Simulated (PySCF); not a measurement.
Computed shifts of a molecule C4H7BFN, PBE/pcSseg-1 run with PySCF, GIAO, gas phase, equivalent atoms averaged, in ppm (number of nuclei): ¹³C: 227.9 (1), 85.4 (1), 73.8 (1), 31.1 (1). ¹⁹F: -143.2 (1). ¹⁵N: 98.3 (1). ¹H: 5.41 (1), 4.98 (2), 3.53 (1), 3.14 (3). References: ¹³C against TMS (σ = 182.0 ppm); ¹¹B against BF3 (σ = 83.9 ppm); ¹⁹F against CFCl3 (σ = 133.6 ppm); ¹⁵N against NH3 (σ = 267.0 ppm); ¹H against TMS (σ = 31.49 ppm), references at their B3LYP-D3(BJ)/def2-TZVP geometries, non-relativistic. Geometry: r2SCAN-D4/def2-SVP. One conformer was computed; it need not be the lowest.

### Question
Pick the molecule that these values belong to.
(A) C=C=CB(F)NC
(B) CB(F)N1C=CC1
(C) C=CB(N)C(=C)F
(D) CN=C1CB(F)C1

### Answer
A, C=C=CB(F)NC
